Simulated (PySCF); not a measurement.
CH3Cl3SSi.

```xyz
9

C      0.0059     2.7277     0.0000
S     -1.2847     1.4130     0.0000
Si    -0.0246    -0.2848     0.0000
Cl     1.2092    -0.3225     1.6547
Cl    -1.2336    -1.9423     0.0000
Cl     1.2092    -0.3225    -1.6547
H     -0.5341     3.6833     0.0000
H      0.6288     2.6570    -0.9015
H      0.6288     2.6570     0.9015
```
Charge 0, spin multiplicity 1.

Geometry: B3LYP-D3(BJ)/def2-SVP. This is a generated structure with no PubChem entry under its InChIKey; it may be hypothetical. The values are those of a single conformer.

Calculation: HF/pcSseg-1 (PySCF). Non-relativistic, no solvent.

Computed absolute GIAO shielding of each atom: isotropic value and principal components (ppm):
```json
[
 {"atom": "C1", "σ(iso)": "177.4", "σ11": "168.7", "σ22": "170.2", "σ33": "193.2", "span": "24.5"},
 {"atom": "S2", "σ(iso)": "646.5", "σ11": "539.8", "σ22": "612.3", "σ33": "787.5", "span": "247.7"},
 {"atom": "Si3", "σ(iso)": "362.6", "σ11": "327.6", "σ22": "360.9", "σ33": "399.3", "span": "71.7"},
 {"atom": "Cl4", "σ(iso)": "861.1", "σ11": "732.0", "σ22": "825.9", "σ33": "1025.4", "span": "293.3"},
 {"atom": "Cl5", "σ(iso)": "872.2", "σ11": "774.1", "σ22": "817.5", "σ33": "1025.0", "span": "250.9"},
 {"atom": "Cl6", "σ(iso)": "861.1", "σ11": "732.0", "σ22": "825.9", "σ33": "1025.4", "span": "293.3"},
 {"atom": "H7", "σ(iso)": "29.4", "σ11": "23.3", "σ22": "25.8", "σ33": "39.2", "span": "16.0"},
 {"atom": "H8", "σ(iso)": "29.5", "σ11": "23.2", "σ22": "29.0", "σ33": "36.4", "span": "13.1"},
 {"atom": "H9", "σ(iso)": "29.5", "σ11": "23.2", "σ22": "29.0", "σ33": "36.4", "span": "13.1"}
]
```
